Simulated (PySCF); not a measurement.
From a computed spectrum to the compound

A species of 4 atoms with charge 0 has these harmonic modes (PBE0, small Gaussian bases with core potentials, PySCF 2.14.0):

```csv
cm⁻¹,km/mol,symmetry
153,33.2,a'
422,143.5,a'
505,162.8,a''
580,106.1,a'
817,178.2,a'
3957,97.1,a'
```

Question: Which species is it, and in which structure?

Answer: GdO(OH) (singlet in the valence; each metal's 4f electrons, 7 of them, lie in its core potential, out of spins and levels):
```xyz
4

Gd    0.0695   -0.0108   -0.1868
O     1.3233    0.0510    1.1706
O    -1.8642    0.0497    0.5833
H    -2.3035    0.1003    1.4355
```
Ideal gas at 298.15 K and 1 bar: S = 314.0 J/(mol K), Cp = 59.4 J/(mol K), H − H(0 K) = 13.6 kJ/mol (rigid rotor, harmonic modes, spin degeneracy alone, that of the 4f electrons in the core included). An lcecp potential fixes the number of 4f electrons, so in runs with it no electron can move into or out of that shell.
 This is one of several that fit.
